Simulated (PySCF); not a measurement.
Species: C6H14Ge.
Numbering: `[CH3:1][CH2:2][C@H:3]1[CH2:4][CH2:5][CH2:6][GeH2:7]1` (hydrogens: H8, H9, H10 on C1; H11, H12 on C2; H13 on C3; H14, H15 on C4; H16, H17 on C5; H18, H19 on C6; H20, H21 on Ge7)

The calculation used PySCF 2.14.0, PBE0-D3(BJ)/def2-SVP geometry optimisation, gas phase.

(1) What internal coordinates does the optimisation give?

Results:

(1) 
```tsv
bond	length (pm)
C1–C2	152.0
C2–C3	152.3
C3–C4	153.5
C4–C5	153.0
C5–C6	153.5
C6–Ge7	197.2
C3–Ge7	198.4
C1–H8, C1–H9, C1–H10	110.2
C2–H11	110.6
C2–H12	110.5
C3–H13	110.6
C4–H14	110.4
C4–H15	110.6
C5–H16	110.3
C5–H17	110.5
C6–H18	110.2
C6–H19	109.9
Ge7–H20	154.2
Ge7–H21	154.4
```

Bonds in one row agree within 1 pm and their mean is given. A selection of angles:
```tsv
angle	degrees
C2–C1–H8	111.2
H8–C1–H9	107.3
C1–C2–C3	113.8
C1–C2–H11	109.3
C1–C2–H12	109.5
C3–C2–H11	109.1
C3–C2–H12	109.3
H11–C2–H12	105.5
C2–C3–C4	114.2
C2–C3–Ge7	116.6
C2–C3–H13	108.8
C4–C3–Ge7	102.0
C4–C3–H13	108.4
Ge7–C3–H13	106.1
C3–C4–C5	110.3
C3–C4–H14	111.1
C3–C4–H15	109.0
C5–C4–H14	111.1
C5–C4–H15	109.0
H14–C4–H15	106.2
C4–C5–C6	109.6
C4–C5–H16	111.1
C4–C5–H17	108.7
C6–C5–H16	111.8
C6–C5–H17	109.4
H16–C5–H17	106.2
C5–C6–Ge7	103.0
C5–C6–H18	110.8
C5–C6–H19	113.0
Ge7–C6–H18	108.7
Ge7–C6–H19	114.0
H18–C6–H19	107.3
C6–Ge7–H20	114.1
C6–Ge7–H21	113.2
C3–Ge7–C6	93.5
C3–Ge7–H20	114.1
C3–Ge7–H21	112.6
H20–Ge7–H21	108.8
```

Dihedral angles: C1–C2–C3–C4 176° (antiperiplanar); C2–C3–C4–C5 165° (antiperiplanar); C3–C4–C5–C6 -53° (synclinal); C4–C5–C6–Ge7 37° (synclinal); C5–C6–Ge7–C3 -13° (synperiplanar); C2–C3–Ge7–C6 -139° (anticlinal).

The 5-membered ring C3–C4–C5–C6–Ge7 has internal angles of 93.5° to 110.3° (sum 518°, against 540° for a flat polygon); it is puckered, 0.19 Å rms from its mean plane, widest ring torsion 53°. Ge7 (germanium bonded to 2 C and 2 H) has angles from 93.5° to 114.1°.

Point group: C1 (no symmetry element, even within 0.4 Å). No frequency check. One conformer, not necessarily the lowest.
